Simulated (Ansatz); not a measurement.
Consider the ligand exchange at the In–O bond: `BC(=C)[O][InH2]` + `C[NH][GeH3]` → `C[N]([GeH3])[InH2]` + `BC(=C)O`.

Calculated with Ansatz (gas phase, PBE0-D4/def2-TZVP geometries, no zero-point term in ΔE). CBS: MP2 limit from def2 TZ/QZ plus the TZ coupled-cluster correction, frozen cores. Functionals use def2-TZVPP. B3LYP here is the variant with VWN-RPA as its local correlation; programs differ in this. HSE06 is defined as in plane-wave codes. def2 core potentials past Kr. For Ge, In outer-core shells are correlated without core-valence functions, which leaves a few kJ/mol of doubt a bond. Scalar relativity is left out up to krypton. One conformer a species, not always the lowest.

`BC(=C)[O][InH2]`:

```xyz
11

B    -0.020    1.292   -1.589
C    -0.064    0.136   -0.562
C    -1.221   -0.549   -0.428
O     1.067   -0.191    0.090
In    1.185   -0.734    2.022
H    -1.034    1.620   -2.134
H     1.007    1.846   -1.847
H    -2.100   -0.237   -0.976
H    -1.312   -1.428    0.207
H     2.743   -1.339    2.334
H    -0.251   -0.414    2.883
```

`C[NH][GeH3]`:

Z-matrix (Å, degrees):
```
C
N 1 1.450
H 1 1.100 2 114.8
H 1 1.094 2 110.2 3 121.9
H 1 1.094 2 109.5 3 -120.8
Ge 2 1.838 1 118.0 3 67.0
H 2 1.010 1 111.6 3 -66.0
H 6 1.549 2 113.3 1 -56.3
H 6 1.536 2 107.2 1 -177.3
H 6 1.537 2 107.0 1 63.0
```

`C[N]([GeH3])[InH2]`:

```xyz
12

C    -0.021    0.553   -1.397
N    -0.035   -0.098   -0.099
Ge    0.395    0.992    1.314
In   -0.502   -2.063    0.091
H     0.968    0.962   -1.647
H    -0.285   -0.148   -2.195
H    -0.736    1.386   -1.453
H     0.332    0.144    2.595
H    -0.597    2.174    1.400
H     1.814    1.577    1.126
H    -0.856   -2.795   -1.419
H    -0.475   -2.684    1.684
```

`BC(=C)O`:

Cartesian coordinates in Å:
```
B 0.633 1.075 0.250
C -0.051 -0.214 -0.221
C -0.874 -0.881 0.607
O 0.154 -0.712 -1.476
H 0.432 1.480 1.353
H 1.368 1.674 -0.486
H -1.376 -1.796 0.309
H -1.045 -0.498 1.603
H 0.759 -0.127 -1.938
```

```csv
level,ΔE (kJ/mol)
revPBE-D4,10.9
B97M-V,13.7
B3LYP-D4,13.3
HSE06-D4,8.3
PBE,10.2
CCSD/def2-SVP,8.7
SCS-MP2/def2-QZVPP,6.6
CCSD/CBS(def2),7.9
```

(1) What does CCSD(T)/CBS give? (Best estimate.)

Largest T1 diagnostic among the species: 0.017.

## Answers

(1) Ansatz gave: +5.6 kJ/mol. The listed levels differ from it by 5.3, 8.1, 7.7, 2.7, 4.6, 3.1, 1.0, 2.3 kJ/mol.

The D4 term adds −3.0 kJ/mol with B3LYP and −1.6 kJ/mol with PBE0; it sums over pairs of atoms, weighted by their polarisabilities, and B3LYP, whose exchange is more repulsive, gets the larger term. Leaving LDA and LC-ωPBE aside and taking each functional with its dispersion term where it has one, the values, not all of them listed here, spread over 7.0 kJ/mol, from PBE-QIDH to BLYP-D4. LDA lies −10.1 kJ/mol from PBE without D4.

CCSD(T)/CBS has its own doubt, a few kJ/mol and more with outer-core shells, so smaller differences from it don't rank the levels.
